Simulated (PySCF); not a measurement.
**Fractional electron number in Mo(2+) (molybdenum, charge +2)**

The 4d alpha orbital of [Kr] 4d4 is emptied in steps (occupation f), with all orbitals relaxed, ending at [Kr] 4d3. Calculation: PySCF 2.14, in def2-TZVP with the def2 core potential (28 electrons); scalar relativity through the core potential. The exact energy is a straight line in f; departures are measured from the line between the end points of the same method.

Question: Among BHandHLYP, wB97X, TPSS, which shows the largest delocalisation error (convex curve), and which is closest to linear?

Answer: Most convex: TPSS (-1.412 eV at f = 0.5); closest to linear: wB97X (-0.392 eV).

```
  f  BHandHLYP (eV)  wB97X (eV)  TPSS (eV)
  1           0.000       0.000      0.000
0.9          -0.226      -0.142     -0.505
0.7          -0.530      -0.331     -1.182
0.5          -0.633      -0.392     -1.412
0.3          -0.534      -0.326     -1.189
0.1          -0.230      -0.138     -0.510
  0           0.000       0.000      0.000
```

```csv
method,E(f=0) − E(f=1) (eV),−ε at f=1 (eV),−ε at f=0.5 (eV)
BHandHLYP,26.899,24.391,26.887
wB97X,26.780,25.205,26.794
TPSS,26.958,21.361,26.939
```

Reference removal energy between the ground levels: 27.13 ± 0.12 eV (semi-empirical (NIST evaluation); NIST Atomic Spectra Database, ionization energies). The calculation has no spin-orbit coupling. The determinant left behind need not be the lowest term of the ion.
